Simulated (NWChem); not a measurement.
System: C4H7F; SMILES C[C@H]1C[C@@H]1F

B3LYP is NWChem's, with the RPA form of VWN correlation.

Task: Give the equilibrium geometry at B3LYP/6-31G* (spherical d) (NWChem) as an XYZ file, with the point group.

Result: point group C1; any orientation.
```
12

C      0.5197    -1.9011     0.0893
C      0.0814    -0.5542    -0.4449
C     -1.2296     0.0866    -0.0002
C      0.0848     0.6615     0.4251
F      0.4717     1.8579    -0.1334
H      1.6075    -2.0224     0.0200
H      0.2377    -2.0216     1.1422
H      0.0523    -2.7198    -0.4708
H      0.3465    -0.3544    -1.4817
H     -1.8389    -0.4222     0.7433
H     -1.7906     0.6438    -0.7449
H      0.4015     0.5847     1.4635
```
